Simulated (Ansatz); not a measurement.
C₂H₁₁BN₂Si, singlet, geometry from GFN2-xTB; CASSCF(2,2)/STO-3G run with Ansatz (an electronic-structure program).

Input for Ansatz:
Ansatz 0.2 input:
```yaml
crystal:
  periodic: [false, false, false]
  atoms:
    - {symbol: Si, position_ang: [1.39621879, 0.33946236, 0.34503508]}
    - {symbol: N, position_ang: [2.58365521, -0.89846381, 0.14651293]}
    - {symbol: N, position_ang: [-0.08148754, -0.46566067, -0.09116437]}
    - {symbol: B, position_ang: [-1.38824059, 0.02445588, -0.20145393]}
    - {symbol: C, position_ang: [-1.66644157, 1.56481585, 0.05828891]}
    - {symbol: C, position_ang: [-2.57772753, -0.95238852, -0.59674310]}
    - {symbol: H, position_ang: [1.55977122, 1.52662558, -0.50795331]}
    - {symbol: H, position_ang: [1.44023671, 0.69387065, 1.76571941]}
    - {symbol: H, position_ang: [3.51240687, -0.70652984, 0.48251928]}
    - {symbol: H, position_ang: [2.64424413, -1.36978590, -0.74257182]}
    - {symbol: H, position_ang: [0.03517378, -1.45694388, -0.24980767]}
    - {symbol: H, position_ang: [-1.30735109, 2.15819194, -0.78129860]}
    - {symbol: H, position_ang: [-2.72202098, 1.79369693, 0.18327126]}
    - {symbol: H, position_ang: [-1.13780388, 1.92566817, 0.93768975]}
    - {symbol: H, position_ang: [-2.25035899, -1.95625376, -0.86218649]}
    - {symbol: H, position_ang: [-3.15012911, -0.55984116, -1.43553411]}
    - {symbol: H, position_ang: [-3.28018804, -1.04914357, 0.23021593]}
basis:
  gaussian:
    orbitals: STO-3G
hamiltonian:
  xc: hf
magnetization: {spin_polarized: false}
correlation: {active_space: {window: {electrons: 2, orbitals: 2}}}
```

The log (banner, timings and long lists left out):

```
Functional definition: HF
591 factors; integrals over basis functions are off by at most 1.1e-4 eV
mean field evaluation 1: about -13570.9742 eV, gradient 2.2e1 eV
mean field evaluation 2: about -13571.1886 eV, gradient 2.2e1 eV
mean field evaluation 4: about -13572.8659 eV, gradient 1.7e0 eV
mean field evaluation 8: about -13572.8768 eV, gradient 2.0e-2 eV
mean field -13572.87675552 eV, -498.7940207392 hartree, gradient 8.8e-7 eV, S^2 0.000000; 0 other end points of the search recorded, 0 dependent functions left out
reference -13572.87675552 eV, -498.7940207392 hartree; 28, 28 occupied and 17, 17 virtual orbitals, 591 factors
state -13573.30332410 eV, -498.8096968452 hartree
2 active orbitals were swapped for others, from the solution at -13573.14124177 eV, -498.8037404293 hartree to that at -13573.30332410 eV, -498.8096968452 hartree; typed "places" are swapped only where nearly empty or full, and so, without "given_window_search", are "orbital_numbers", "shells" and a window whose orbitals a file names under [Active]
Total energy: -13573.30332410 eV, -498.8096968452 hartree
```
